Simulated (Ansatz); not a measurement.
`CC1(O)C[SiH2]1` + `OC[SeH]` → `COC[SeH]` + `OC1C[SiH2]1`  (substitution at a C–C bond)

Isolated molecules relaxed with PBE0-D4/def2-TZVP in Ansatz; ΔE leaves out vibrations. CCSD(T)/CBS is the MP2 limit (def2-TZVPP, def2-QZVPP) plus CCSD(T) − MP2 in def2-TZVPP, frozen cores. DFT in def2-TZVPP. B3LYP here is the variant with VWN-RPA as its local correlation; programs differ in this. For Se outer-core shells are correlated without core-valence functions, which leaves a few kJ/mol of doubt a bond. Scalar relativity is left out up to krypton. One conformer a species, not always the lowest.

```
          level  ΔE (kJ/mol)
      r2SCAN-D4         54.5
        ωB97X-V         50.1
        ωB97M-V         53.0
         B2PLYP         50.6
           PBE0         53.4
          B3LYP         47.0
  HF/def2-TZVPP         42.6
CCSD/def2-TZVPP         52.5
```

Task: What does CCSD(T)/CBS give? (An estimate is asked.)

Result: Ansatz gave: +56.1 kJ/mol. The listed levels differ from it by -1.6, -6.0, -3.1, -5.5, -2.7, -9.1, -13.5, -3.6 kJ/mol.

Largest T1 diagnostic among the species: 0.012.

In def2-TZVPP, CCSD(T) changes the Hartree–Fock value by +11.1 kJ/mol (the triples alone add +1.2 kJ/mol) and MP2 by +16.2 kJ/mol.
